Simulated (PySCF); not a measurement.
Computed shifts of a molecule C₅H₁₂Si, HF/pcSseg-1 in PySCF, GIAO, gas phase, equivalent atoms averaged, in ppm (number of nuclei): ¹³C: 151.2 (1), 147.6 (1), 4.4 (2), 2.4 (1). ²⁹Si: -7.3 (1). ¹H: 6.82 (1), 6.74 (1), 6.42 (1), 0.65 (9). References: ¹³C against TMS (σ = 192.6 ppm); ²⁹Si against TMS (σ = 393.8 ppm); ¹H against TMS (σ = 31.99 ppm), references at their B3LYP-D3(BJ)/def2-TZVP geometries, non-relativistic. Coordinates come from a PBE-D3(BJ)/def2-SVP optimisation. A frequency run showed that this geometry is not a minimum. The values are those of a single conformer.

Task: Which molecule gave these data?
A) C=C[SiH2]C(C)C
B) C[SiH2]C=C(C)C
C) C[C@H]1C[Si@@H](C)C1
D) C=C[Si](C)(C)C

Result: D, C=C[Si](C)(C)C
